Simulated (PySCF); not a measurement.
A side-by-side comparison of computed properties.

First species: C2H5F3Si.
Atom-mapped SMILES: `[CH3:1][SiH2:2][C:3]([F:4])([F:5])[F:6]` (hydrogens: H7, H8, H9 on C1; H10, H11 on Si2)

Second species: C6H11O (charge +1).
Geometry (GFN2-xTB, Å), atoms numbered from 1 in this order:
```xyz
18
C6H11O angstrom
C     -0.3770   -0.0134    1.4939
C     -0.2247    0.0055   -0.0195
C     -0.1711    1.4262   -0.5602
C     -1.3294   -0.7958   -0.6916
C      1.1518   -0.7487   -0.4098
C      2.2443   -0.1303    0.1318
O      3.0876    0.4340    0.6100
H     -0.3673   -1.0266    1.8883
H     -1.3335    0.4296    1.7609
H      0.4017    0.5637    1.9874
H     -1.1209    1.9176   -0.3630
H      0.6088    2.0141   -0.0813
H     -0.0139    1.4435   -1.6358
H     -1.3634   -1.8206   -0.3311
H     -1.2220   -0.8050   -1.7731
H     -2.2871   -0.3352   -0.4607
H      1.2264   -0.7684   -1.5044
H      1.0808   -1.7840   -0.0535
```

Levels: PBE0/def2-SVPD for HOMO energy, LUMO energy, HOMO–LUMO gap, static isotropic polarisability and electronic spatial extent ⟨r²⟩ about the centre of nuclear charge; TDDFT PBE0/def2-SVPD for lowest singlet excitation; TDA PBE0/def2-SVPD for lowest triplet excitation (Tamm–Dancoff); GFN2-xTB for rotational constant A and rotational constant C. Geometries: GFN2-xTB. Each structure is a single optimised conformer of the isolated species, non-relativistic unless stated. Electronic properties by PySCF.

Dipoles, sizes and rotational constants follow the conformer. The torsions of the flexible species, by atom-mapped SMILES:
- `[CH3:1][SiH2:2][C:3]([F:4])([F:5])[F:6]`: C1–Si2–C3–F4 -60°
- `[CH3:1][C:2]([CH3:3])([CH3:4])[CH2:5][C:6]#[O+:7]`: C1–C2–C5–C6 -61°

Values for the first species:

| Property | Result |
| --- | --- |
| HOMO energy | -9.35 eV |
| LUMO energy | 0.10 eV |
| HOMO–LUMO gap | 9.45 eV |
| Lowest singlet excitation | 8.33 eV |
| Lowest triplet excitation (Tamm–Dancoff) | 7.65 eV |
| Static isotropic polarisability | 54.8 au |
| Electronic spatial extent ⟨r²⟩ about the centre of nuclear charge | 728 bohr² |
| Rotational constant A | 4.216 GHz |
| Rotational constant C | 1.806 GHz |

Problem. Estimate the same properties for the second species, and the change in each.

Solution. 
```tsv
property	first	second	second less first
HOMO energy	-9.35 eV	-14.28 eV	-4.93 eV
LUMO energy	0.10 eV	-7.45 eV	-7.55 eV
HOMO–LUMO gap	9.45 eV	6.83 eV	-2.62 eV
lowest singlet excitation	8.33 eV	5.57 eV	-2.76 eV
lowest triplet excitation (Tamm–Dancoff)	7.65 eV	5.27 eV	-2.38 eV
static isotropic polarisability	54.8 au	69.3 au	+14.5 au
electronic spatial extent ⟨r²⟩ about the centre of nuclear charge	728 bohr²	821 bohr²	+93 bohr²
rotational constant A	4.216 GHz	4.277 GHz	+0.061 GHz
rotational constant C	1.806 GHz	1.697 GHz	-0.109 GHz
```

On the first: The vertical singlet–triplet gap S1 − T1 is 0.68 eV (TDDFT singlet less Tamm–Dancoff triplet; S1: HOMO→LUMO, weight 0.93; T1: HOMO→LUMO, weight 0.82). S1 lies 1.12 eV below the HOMO–LUMO gap; its leading configuration is HOMO→LUMO, weight 0.93.

On the second: In wavenumbers S1 is 44900 cm⁻¹ (1 eV = 8065.54 cm⁻¹). The vertical singlet–triplet gap S1 − T1 is 0.30 eV (TDDFT singlet less Tamm–Dancoff triplet).
